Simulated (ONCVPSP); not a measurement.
# What the settings do to the ONCV potential of hafnium

Base potential:

ONCVPSP 4.0.1 input, shortened (lines: element, Z, core and valence counts, functional; n l f; lmax; l rc ep ncon nbas qcut; lloc lpopt rc5 dvloc0; l nproj debl; icmod fcfact rcfact), PBE, scalar-relativistic:

```
  Hf 72.00   10    4        4      upf
    1    0    2.00
    2    0    2.00
    2    1    6.00
    3    0    2.00
    3    1    6.00
    3    2   10.00
    4    0    2.00
    4    1    6.00
    4    2   10.00
    4    3   14.00
    5    0    2.00
    5    1    6.00
    5    2    2.00
    6    0    1.00
    2
    0    1.70    0.00    4    9    6.40
    1    1.75    0.00    4    8    8.10
    2    3.10    0.00    4    9    4.70
    4    4    1.25    0.00
    0    2    1.10
    1    2    3.70
    2    2    1.30
    1    0.55    0.00
```

Cutoffs, loose and tight: the cutoffs (Ha) at which the residual kinetic energy of the hardest occupied pseudo-wave falls to 1 and 0.1 mHa per electron. They do not see the model core or the augmentation charge, which bear on the density cutoff. Test errors are all-electron minus pseudo excitation energies from the reference, over the configurations 5s2 5p6 5d2 6s2; 5s2 5p6 5d2 6s0; 5s2 5p6 5d1 6s0; 5s2 5p6 5d2 6s1.5. A dash means not determined; rows that change the core or the reference have their own tests.

| change | outcome | cutoff, loose | cutoff, tight | bound ghosts | GHOST(+) flags above zero | largest test error (meV) |
| --- | --- | --- | --- | --- | --- | --- |
| base | generated | 21 Ha | 25 Ha | none | s | -14 |
| p: qcut 6.1 | generated | 16 Ha | 19 Ha | none | s | -14 |
| core [Xe] 4f14, valence charge 4; reference 5d2 6s1.5; waves now 6s: rc 2.70 bohr, ncon 4, nbas 7, qcut 1.9 1/bohr, 3 projectors, debl 2.1 Ha; p scattering state at 0.46 Ha: rc 2.70 bohr, ncon 4, nbas 7, qcut 2.8 1/bohr, 2 projectors, debl 2.3 Ha; 5d: rc 2.45 bohr, ncon 4, nbas 8, qcut 6.8 1/bohr, 2 projectors, debl 1 Ha; local potential polynomial inside 2.15 bohr (lpopt 5, dvloc0 0 Ha) | generated, projector energies reset by the program | 12 Ha | 15 Ha | none | s, p | -30 |

**Question.** What comes out with this change to the base: all radii but the core radius scaled by about 1.22 (s 2.06, p 2.12, d 3.78 bohr); local potential polynomial inside 1.52 bohr (lpopt 4, dvloc0 0 Ha)?

**Answer.** outcome: generated; cutoff, loose: 13 Ha; cutoff, tight: 17 Ha; bound ghosts: none; GHOST(+) flags above zero: d; largest test error (meV): +78.

**Question.** What comes out with this change to the base: functional LDA (Perdew-Wang 92)?

**Answer.** outcome: generated; cutoff, loose: 21 Ha; cutoff, tight: 25 Ha; bound ghosts: none; GHOST(+) flags above zero: s; largest test error (meV): -11.
